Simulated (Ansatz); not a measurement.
Basis sets compared for the cluster Ag₃Br₂ (the lowest doublet isomer of a short search). Charge 0, multiplicity 2. Geometry PBE0-D4/def2-SVP. Ansatz on 4 threads of Arm Neoverse N1 on a shared host; times are rough, and most runs start from earlier orbitals.

```xyz
5

Ag   -0.8341   -0.3894   -0.7096
Ag    0.1052    0.9401    1.7697
Ag    2.0061    0.0426    0.0277
Br   -2.3853    0.5215    1.0604
Br    1.1081   -1.1149   -2.1482
```

In the def2 sets Ag takes a core potential; there is no spin–orbit coupling. No other spin state of charge 0 was run. The structure comes from a short search, and lower isomers may exist.

Binding counts from free atoms (Ag doublet, Br doublet) in the same basis, without a counterpoise term.

```csv
level,functions,energy (Eh),HOMO (eV),LUMO (eV),binding per atom (eV),wall time
PBE-D4/def2-SVP,157,-5587.9961,-5.12,-4.61,1.88,7.5 s
PBE0-D4/def2-SVP,157,-5588.1226,-5.87,-3.78,1.81,16 s
```

Question: Estimate the rows for PBE-D4/def2-TZVP (with forces), PBE0-D4/def2-TZVP.

Answer: 
```
                         level  functions  energy (Eh)  HOMO (eV)  LUMO (eV)  binding per atom (eV)  wall time
PBE-D4/def2-TZVP (with forces)        216   -5588.7329      -5.18      -4.66                   1.86       13 s
             PBE0-D4/def2-TZVP        216   -5588.8543      -5.92      -3.80                   1.80       23 s
```
